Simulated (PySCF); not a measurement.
# Adding and removing an electron: KCa

PBE0; K x2c-SVPall, Ca x2c-SVPall; spin-free X2C with a Gaussian nucleus (PySCF 2.14). Neutral (UKS): doublet (σ ↑), Re = 4.257 Å, ωe = 75.5 cm⁻¹, De = 0.22 eV, HOMO -2.91 eV, LUMO -1.50 eV.

KCa⁺ (UKS): singlet (closed shell), Re = 4.114 Å, ωe = 91.6 cm⁻¹, De = 0.56 eV to K⁺ + Ca. The energies at the minima are -1282.13138 hartree for KCa and -1281.98267 for KCa⁺.

Q: Work out the adiabatic ionisation energy, without and with harmonic zero-point energies (1 hartree = 27.2114 eV, 1 eV = 8065.5 cm⁻¹), and the change of the bond length.

A: At PBE0: 0.14871 hartree = 4.047 eV between the minima; the zero-point term (91.6 − 75.5)/2 cm⁻¹ = +0.001 eV makes it 4.048 eV. Re changes by -14.3 pm against the neutral. The electron leaves a σ orbital, and the shorter bond of the ion fits an antibonding orbital, or a change in how ionic the bond is.

Closed-shell solutions of metal pairs were not tested for spin polarisation, which can lower them a little. Weak bonds: KCa. Basis-set superposition, not corrected here, can be much of De in a small basis, most of all at correlated wavefunction levels. For an ion De counts to the pair picked by the measured ionisation energies or electron affinities, which need not be the lowest pair at this level. States were picked by a PBE0 search and need not be the measured ground states.
